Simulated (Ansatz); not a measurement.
## Reading a saddle point

A first-order saddle point of BSiH$_{5}$Cl$_{2}$O, closed shell, PBE0-D4/def2-TZVP, with one imaginary mode of 1450i cm⁻¹:

B1  (-0.982, 0.256, -0.882)
H2  (-0.483, 1.270, -1.603)
Cl3  (-0.558, -1.272, -1.728)
Cl4  (-2.711, 0.578, -0.589)
H5  (0.034, 1.243, -0.690)
O6  (-0.097, 0.556, 0.322)
Si7  (0.980, -0.466, 1.118)
H8  (1.479, 0.327, 2.263)
H9  (0.242, -1.663, 1.574)
H10  (2.096, -0.829, 0.215)
(Å)

Ansatz 0.2.0; basis: def2-TZVPP and def2-QZVPP; cores frozen in the correlated methods. Extrapolation: Hartree–Fock as exp(−7.88 √X), correlation as X^−2.97.

Q: Which contacts change along the imaginary mode, and what lies on either side? (A judgement: the text doesn't fix the answer.)

A: The calculation gives: The step is BHCl₂ ([Cl][BH][Cl]) + SiH₄O ([OH][SiH3]) → BSiH₃Cl₂O ([SiH3][O][B]([Cl])[Cl]) + H₂, with the molecules in contact on both sides. Shortening one way: B1–O6, H2–H5; lengthening the same way: B1–H2, H5–O6.
```tsv
pair	one side (Å)	saddle (Å)	other side (Å)
B1–O6	1.60	1.52	1.33
H2–H5	2.59	1.05	0.75
B1–H2	1.19	1.34	3.16
H5–O6	0.97	1.23	3.25
```

Q: Which side is lower, and how far does the saddle lie above each? (To be estimated.)

A: The calculation gives: The side with B1–O6, H2–H5 short is lower by 17.31 kcal/mol; the saddle lies 47.77 kcal/mol above it and 30.45 kcal/mol above the other (CCSD(T) at an estimated basis limit (MP2 extrapolated from triple and quadruple zeta, plus CCSD(T) − MP2 in triple zeta); electronic energies).

The T1 diagnostic stays at or below 0.012.

The step is the kind of ligand exchange by which a precursor binds to a hydroxyl group, or is hydrolysed, in atomic layer deposition of oxides.

Labels in which every atom is bracketed show which atoms are joined, not bond orders.

For scale, one of the runs: CCSD(T)/def2-TZVPP, 258 basis functions, launched by `ansatz run in.yaml --threads 8 --pin off --events-out ev --progress --plain --max-ram 19148MiB`. The run took 49 s on 8 CPU threads of an Intel Xeon Platinum 8259CL (shared host), with 5.7 GiB of host memory at its peak.
